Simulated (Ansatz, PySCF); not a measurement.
# TaH4 in two programs

TaH4 (doublet), relaxed with PySCF 2.14.0, UKS PBE0, Ta def2-SVP with ECP60, H def2-SVP; non-relativistic Hamiltonian with scalar-relativistic core potentials where named; density fitting; no spin-orbit coupling:

```xyz
5

Ta    0.0000    0.0000    0.0000
H     1.4807    0.0000    0.9677
H     0.0000    1.4807   -0.9677
H    -1.4807    0.0000    0.9677
H     0.0000   -1.4807   -0.9677
```

There the HOMO–LUMO gap over both spins is 2.66 eV. 

The same geometry by Ansatz 0.2.0 (PBE, PAW, a periodic box with 9 Å of vacuum; gaps over both spins; site moments in spheres, but by Gaussian weights under spin-orbit coupling, so that the two can't be compared; unpaired electrons at the start: 1, along z under spin-orbit coupling; the open shells may stand above their lowest state):

| spin-orbit coupling | gap (eV) | spin moment on Ta1 (μB) | largest force component (eV/Å) |
| --- | --- | --- | --- |
| without | 0.23 | 0.26 | 0.06 |

(1) What does the run with spin-orbit coupling give?

The spin-orbit runs use fully relativistic datasets of their own, so changes of a few hundredths of an eV needn't come from the coupling.

The two programs differ in functional, so their gaps don't test each other.

Results:

(1) gap (eV): 0.17, spin moment on Ta1 (μB): 0.57, largest force component (eV/Å): 0.17. It took 2.2 min on 2 threads of Arm Neoverse N1, on a shared host, peak memory 1.8 GiB.
